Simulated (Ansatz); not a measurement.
Cost and result for the atomization energy of `[CH3][AlH][SiH](C)S` (14 atoms, 13 bonds).

| atom | x (Å) | y (Å) | z (Å) |
| --- | --- | --- | --- |
| C1 | 2.0493 | -1.1333 | 1.4068 |
| Al2 | 0.3072 | -1.5067 | 0.6029 |
| Si3 | -0.7285 | 0.1017 | -0.9518 |
| C4 | -0.6221 | 1.8966 | -0.3987 |
| S5 | -2.7818 | -0.5141 | -1.1686 |
| H6 | 1.9361 | -0.9866 | 2.4874 |
| H7 | 2.7275 | -1.9839 | 1.2831 |
| H8 | 2.5396 | -0.2451 | 1.0024 |
| H9 | -0.4446 | -2.8609 | 0.9701 |
| H10 | -0.0669 | 0.0181 | -2.2923 |
| H11 | -1.1221 | 2.0415 | 0.5609 |
| H12 | 0.4234 | 2.2003 | -0.2934 |
| H13 | -1.0938 | 2.5561 | -1.1313 |
| H14 | -3.1232 | 0.4165 | -2.0775 |

Charge 0, multiplicity 1. The structure was optimised at the PBE0-D4/def2-TZVP level. It is one conformer, not always the lowest. Program: Ansatz. All runs use 4 threads of an Arm Neoverse V2 on a shared host. Times are those of one run each, without the atoms' runs, and a repeat can differ threefold. Electronic energies, without spin–orbit coupling; frozen cores. CCSD(T)/CBS adds CCSD(T) − MP2 in def2-TZVPP to the MP2 limit, and its time is that of the two runs behind it. T1 = 0.011. B3LYP takes the VWN-RPA correlation (the form of Gaussian; ORCA's B3LYP/G).

CCSD(T)/CBS is a level of theory with its own doubt, some kJ/mol a heavy atom from the limit and from the frozen cores, so smaller differences don't rank the functionals.

```csv
level,functions,wall time,atomization (kcal/mol),difference from CCSD(T)/CBS,per bond
PBE-D4/def2-TZVPP (with forces),314,3.1 s,1123.2,4.7,0.4
PBE0-D4/def2-TZVPP,314,4.2 s,1116.1,-2.4,-0.2
r2SCAN-D4/def2-TZVPP (with forces),314,6 s,1121.3,2.8,0.2
B3LYP-D4/def2-TZVPP (with forces),314,7 s,1115.3,-3.2,-0.2
B2PLYP/def2-TZVPP,314,7.5 s,1101.3,-17.2,-1.3
ωB97X-V/def2-TZVPP,314,11 s,1123.4,4.9,0.4
ωB97M-V/def2-TZVPP (with forces),314,15 s,1120.5,2.0,0.2
MP2/def2-QZVPP,594,33 s,1109.9,-8.6,-0.7
CCSD(T)/def2-TZVPP,314,13 min,1090.9,-27.6,-2.1
CCSD(T)/CBS(def2),–,13 min,1118.5,0.0,0.0
```

In def2-TZVPP, CCSD(T) changes the Hartree–Fock value by +247.1 kcal/mol (the triples alone add +12.7 kcal/mol) and MP2 by +249.8 kcal/mol; breaking electron pairs costs correlation energy, which Hartree–Fock lacks. From PBE to PBE0 (25 % exact exchange), in def2-TZVPP and without D4, the atomization energy moves by −6.1 kcal/mol: exact exchange takes away binding that semilocal exchange gives to molecules. The D4 term adds +11.9 kcal/mol with B3LYP and +6.4 kcal/mol with PBE0; it sums over pairs of atoms, weighted by their polarisabilities, and B3LYP, whose exchange is more repulsive, gets the larger term.
